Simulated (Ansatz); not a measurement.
# Pulling the pair apart

The pair of CH3Cl (SMILES CCl, atoms 1–5) and H2Te (SMILES [TeH2], atoms 6–8), both closed shells, in one local arrangement (a lower one may exist), relaxed at PBE0-D4/def2-TZVP:

```
8
angstrom
C -0.0921 -0.0709 -1.4875
Cl 1.3890 -0.9213 -1.0022
H 0.1893 0.8584 -1.9774
H -0.6799 0.1310 -0.5937
H -0.6461 -0.7083 -2.1725
Te -0.6707 -0.1528 2.6776
H 0.6444 -0.5444 1.7492
H -0.1341 1.4083 2.8064
```

H2Te is shifted rigidly along the line between the mean atom positions of the two fragments (negative: closer). Counterpoise interaction energies in kcal/mol. Computed with Ansatz 0.2.0 (basis: def2-TZVPPD); correlated methods freeze the cores. Filled d shells of the heavier atoms are correlated. Core potentials replace the inner electrons of the atoms past krypton. The def2 sets are not built for correlating such inner shells, so the correlated values are less sure here. B3LYP uses VWN-RPA correlation.

| shift (Å) | B3LYP-D4 | MP2 | PBE-D4 |
| --- | --- | --- | --- |
| -0.43 | -0.53 | -0.35 | -1.46 |
| -0.21 | -1.74 | -1.54 | -2.31 |
| 0.00 | -2.07 | -1.90 | -2.46 |
| 0.21 | -1.99 | -1.87 | -2.30 |
| 0.51 | -1.62 | -1.57 | -1.88 |
| 1.07 | -0.92 | -0.96 | -1.13 |
| 2.14 | -0.32 | -0.36 | -0.39 |
| 4.29 | -0.08 | -0.08 | -0.08 |

Q: What does CCSD(T) give at these shifts? (To be estimated.)

A: By the calculation: 0.51, -0.95, -1.49, -1.58, -1.38, -0.87, -0.32, -0.07 kcal/mol. For zero shift, CCSD(T) at an estimated basis limit (MP2 extrapolated from triple and quadruple zeta, plus CCSD(T) − MP2 in triple zeta) gives -1.93 kcal/mol. These are counterpoise interaction energies, counted from the two frozen fragments.

No T1 diagnostic of these runs exceeds 0.010.

For scale, one of the runs: CCSD(T)/def2-TZVPPD, 232 basis functions, launched by `ansatz run in.yaml --threads 4 --pin off --events-out ev --progress --plain --max-ram 9574MiB`. Hardware: 4 CPU threads of an Arm Neoverse N1, shared host. Wall time 3.1 min; peak host memory 4.4 GiB.
